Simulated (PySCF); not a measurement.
Input of a run (PBE0-D3(BJ)/def2-SVP geometry optimisation, gas phase (PySCF 2.14.0)), started from GFN2-xTB:
```
{"job": {"xc": "PBE0", "basis": "def2-SVP", "d3": "d3bj", "grid": 1, "kind": "geom"}, "charge": 0, "multiplicity": 1}
F      2.137101     1.086390    -0.888000
C      1.729082     0.304106     0.172909
C      0.992900    -0.923960    -0.360563
C     -0.514084    -0.718184    -0.517404
C     -1.180974    -0.529402     0.856050
C     -0.895604     0.965365     0.693197
C     -0.855234     0.751804    -0.821148
S      0.770285     1.331880     1.335451
H      2.648280     0.028801     0.700674
H      1.174407    -1.764997     0.311565
H      1.441123    -1.159156    -1.329506
H     -0.934947    -1.479568    -1.174173
H     -2.247218    -0.747250     0.836674
H     -0.720371    -1.027551     1.707256
H     -1.570382     1.699397     1.126389
H     -0.138156     1.332885    -1.394659
H     -1.843208     0.861469    -1.264621
```

Output (energies in Eh, forces in Eh/bohr):
```
step   0  E = -731.19638661  max force = 0.009063
step   1  E = -731.19808464  max force = 0.002535
step   2  E = -731.19813667  max force = 0.000511
step   3  E = -731.19814118  max force = 0.000241
optimisation converged
```

Question: Summarise the run.

Answer: The energy falls by 4.6 kJ/mol over 4 energy and gradient evaluations, the largest force component goes from 0.0091 to 2.4e-04 Eh/bohr, and the atoms move by 0.051 Å rms after alignment. Among the bonds, C2–S8, C5–H13 and C6–H15 change most and about equally (-0.014 to +0.013 Å). Bonds longer at the end by more than 0.005 Å: 13 of 18; shorter: 1. The energy never rose by more than 1e-6 Eh on the way. The first step brought 97 % of the lowering.

Question: What are the final bond lengths?

Answer: F1–C2 1.384 Å, C2–C3 1.525 Å, C3–C4 1.530 Å, C4–C5 1.545 Å, C5–C6 1.538 Å, C6–C7 1.542 Å, C6–S8 1.826 Å, C2–S8 1.810 Å, C4–C7 1.549 Å, C2–H9 1.101 Å, C3–H10 1.102 Å, C3–H11 1.102 Å, C4–H12 1.100 Å, C5–H13 1.101 Å, C5–H14 1.101 Å, C6–H15 1.100 Å, C7–H16 1.098 Å, C7–H17 1.101 Å. Numbering counts from 1 in the input's order; the species is `F[C@@H]1C[C@H]2C[C@H](C2)S1`.

The run used 161 basis functions and 26 SCF cycles in all.

No PBE0-D3(BJ)/def2-SVP frequencies stand behind this structure, so it isn't proved a minimum.
